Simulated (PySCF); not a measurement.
SMILES C=CC[SiH2]SC (C4H10SSi) (GFN2-xTB optimised geometry):

```
16

C      2.746    -1.880    -1.059
C      2.194    -1.292    -0.013
C      1.685     0.104     0.000
Si    -0.212     0.104     0.000
S     -0.834     2.157     0.000
C     -2.635     1.914    -0.018
H      2.887    -1.356    -1.990
H      3.087    -2.900    -1.029
H      2.061    -1.841     0.910
H      2.055     0.648    -0.870
H      2.044     0.623     0.891
H     -0.771    -0.529     1.197
H     -0.763    -0.537    -1.195
H     -3.087     2.900    -0.022
H     -2.920     1.371    -0.913
H     -2.939     1.369     0.869
```

Computed with PBE0/def2-TZVP in PySCF.

**Question.** What are the frontier orbital energies and the dipole moment?

**Answer.** HOMO-2 -8.42 eV, HOMO-1 -7.26 eV, HOMO -6.71 eV, LUMO -0.04 eV, LUMO+1 0.29 eV; dipole moment 0.97 D.

On the same geometry PBE/def2-TZVP (PySCF) gives HOMO-2 -7.20 eV, HOMO-1 -6.16 eV, HOMO -5.51 eV, LUMO -1.00 eV, LUMO+1 -0.61 eV; dipole moment 0.89 D.

Meta-Löwdin charges at PBE0/def2-TZVP: C1 -0.29, C2 -0.09, C3 -0.44, Si4 0.60, S5 -0.20, C6 -0.40, H7 0.12, H8 0.13, H9 0.12, H10 0.13, H11 0.14, H12 -0.11, H13 -0.10, H14 0.14, H15 0.13, H16 0.13.
